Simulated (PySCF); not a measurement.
Bonding in `C=C[Si]1(SC)CNC1`

Compound: C5H11NSSi.
SMILES with atom numbers: `[CH2:1]=[CH:2][Si:3]1([S:4][CH3:5])[CH2:6][NH:7][CH2:8]1` (hydrogens: H9, H10 on C1; H11 on C2; H12, H13, H14 on C5; H15, H16 on C6; H17 on N7; H18, H19 on C8)

Cartesian coordinates in Å at the GFN2-xTB level; atoms count from 1:
```
atom  x, y, z in Å
C1    -0.196    2.334    2.246
C2    -0.882    1.372    1.649
Si3   -0.176    0.270    0.306
S4     1.863    0.864   -0.050
C5     2.346   -0.353   -1.316
C6    -1.233   -0.140   -1.249
N7    -0.938   -1.561   -1.057
C8    -0.518   -1.623    0.344
H9    -0.624    2.957    3.016
H10    0.829    2.534    1.981
H11   -1.910    1.198    1.939
H12    2.269   -1.354   -0.906
H13    1.704   -0.252   -2.183
H14    3.375   -0.134   -1.578
H15   -0.914    0.197   -2.236
H16   -2.293    0.118   -1.136
H17   -1.703   -2.183   -1.293
H18   -1.315   -1.908    1.040
H19    0.305   -2.328    0.475
```

Bond orders from the PBE0/pcSseg-1 density (PySCF). The structure is a single GFN2-xTB conformer in the gas phase; no vibrational or solvent corrections. GFN2-xTB frequencies show an imaginary mode (41i cm⁻¹), so this geometry is no minimum at that level.

**Question.** Where do the orders between heavy atoms depart from those drawn in the SMILES?

**Answer.** The largest departure is 0.111, at Si3–C6 (drawn single, 0.889) and C8–Si3 (drawn single, 0.889).

**Question.** Set the Mayer orders of the bonds beside their lengths.

**Answer.** 
| bond | drawn as | length (Å) | Mayer order |
| --- | --- | --- | --- |
| C1–C2 | double | 1.323 | 1.992 |
| C2–Si3 | single | 1.876 | 0.907 |
| Si3–S4 | single | 2.153 | 1.002 |
| S4–C5 | single | 1.822 | 0.996 |
| Si3–C6 | single | 1.924 | 0.889 |
| C6–N7 | single | 1.464 | 0.975 |
| N7–C8 | single | 1.464 | 0.975 |
| C8–Si3 | single | 1.925 | 0.889 |
| C1–H9 | single | 1.079 | 0.949 |
| C1–H10 | single | 1.077 | 0.945 |
| C2–H11 | single | 1.082 | 0.937 |
| C5–H12 | single | 1.084 | 0.946 |
| C5–H13 | single | 1.084 | 0.945 |
| C5–H14 | single | 1.085 | 0.957 |
| C6–H15 | single | 1.091 | 0.945 |
| C6–H16 | single | 1.096 | 0.932 |
| N7–H17 | single | 1.013 | 0.945 |
| C8–H18 | single | 1.096 | 0.932 |
| C8–H19 | single | 1.092 | 0.944 |

**Question.** Sum the orders of all bonds at each heavy atom with more than one neighbour and set the sums beside the valence in the SMILES.

**Answer.** C1 3.886 (drawn 4), C2 3.836 (drawn 4), Si3 3.687 (drawn 4), S4 1.998 (drawn 2), C5 3.844 (drawn 4), C6 3.741 (drawn 4), N7 2.895 (drawn 3), C8 3.740 (drawn 4). Orders between atoms that aren't bonded are not in these sums.

Mayer orders depend on the basis set.

The run behind these numbers computed NMR shieldings as well. On an Intel Xeon at 2.50 GHz with one thread (shared host), this took 1.7 min of wall time and 0.85 GiB of memory at its peak.
